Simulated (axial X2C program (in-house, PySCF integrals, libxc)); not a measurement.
**Low determinants of GeB⁺ at the PBE0 level, two-component**

All values were computed with an axial X2C code built on PySCF integrals. Two-component (2c) means X2C with spin–orbit coupling and atomic mean-field two-electron Coulomb and Gaunt terms. Basis: Ge dyall-cv3z [9s9p7d4f1g], B dyall-v3z [7s6p2d1f] (cores contracted in-house); Gaussian nuclei, density fitting, unrestricted open shells. Masses: Ge 73.921 u, B 11.009 u.

Search at 2.187 Å (vertical energies from the lowest determinant):

```csv
ΔE (eV),state,electrons beyond evenly filled partner blocks,"electrons in ±ω = 1/2, 3/2, 5/2, 7/2"
0.00,Ω = 2,"ω = 1/2, ω = 3/2",25 9 2 0
0.11,Ω = 1,2 × ω = 1/2,26 8 2 0
0.19,Ω = 1,"ω = -1/2, ω = 3/2",25 9 2 0
0.61,Ω = 0,none,26 8 2 0
1.15,Ω = 0,none,24 10 2 0
2.68,Ω = 3,2 × ω = 3/2,24 10 2 0
3.54,Ω = 3,"3 × ω = 1/2, ω = 3/2",25 9 2 0
```

Lowest determinant, Ω = 2 (⟨Sz⟩ = 1.00, ⟨Lz⟩ = 1.00 at PBE0): Re = 2.177 Å, ωe = 465.8 cm⁻¹.

The determinant in row 2 of the search, Ω = 1 (⟨Sz⟩ = 0.00, ⟨Lz⟩ = 1.00 at PBE0), was followed along the bond at PBE0; measured from the minimum of the lowest determinant it gives:

Te = 0.108 eV (869 cm⁻¹), Re = 2.195 Å, ωe = 451.6 cm⁻¹.

**Question.** Compare the bond of the determinant in row 2 with that of the lowest one.

**Answer.** At PBE0 its Re is 0.018 Å longer and its force constant, which goes as ωe², is 0.94 times that of the lowest determinant. This determinant mixes spin states, so it has no term energy of its own.

The search compares states at one distance, so a state with another bond length can lie lower; it is not exhaustive and yields mostly the lowest determinant of each block pattern, so other components and higher states of one pattern are missing. These are energies of single determinants, not of spin-adapted states; PBE0 term energies can be off by some tenths of an eV, and the functional has no current term. Open-shell Ω = 0 determinants with evenly filled partner blocks cannot be reached by this program, so the Ω shown need not be the lowest component. The lowest determinant need not be the ground state where others lie within half an eV.
